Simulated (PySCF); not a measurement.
## Gas-phase thermal properties of Na2(OH)2

Computed with PySCF (xtb for GFN2) and rigid-rotor harmonic-oscillator thermochemistry at 1 bar. 'Table' is the NASA 1993 thermochemical table (part measured, part estimated). S°(298 K) at PBE0/def2-TZVP differs from the NASA 1993 table for Na2(OH)2 (+8 J/mol/K); whether the harmonic model or the table's entry is off was not settled. 6-31G* has spherical d functions here. All species are closed-shell singlets. B3LYP is the form with VWN-RPA correlation. The harmonic model lacks anharmonicity and excited electronic states, which grow with temperature; levels with a mode under 35 cm⁻¹ are left out. The table's entry may be an old estimate for Na2(OH)2 (not checked at source).

```csv
level,point group,σ,ZPE (kJ/mol),S°298 (J/mol/K),Cp298 (J/mol/K),S°1000 (J/mol/K),H1000 − H298 (kJ/mol)
table,-,-,-,307.4,79.3,422.6,69.0
B3LYP/6-31G*,D2h,4,65.6,321.7,99.6,454.6,78.2
GFN2-xTB,D2h,4,58.4,333.0,105.3,469.2,79.7
HF/6-31G*,D2h,4,70.7,314.1,98.1,446.1,77.7
PBE/def2-SVP,D2h,4,66.2,316.0,98.5,448.4,77.9
PBE0/def2-TZVP,D2h,4,67.9,315.8,99.1,448.5,78.0
```
σ: rotational symmetry number. Electronic degeneracy used: 1. Frequencies are unscaled.
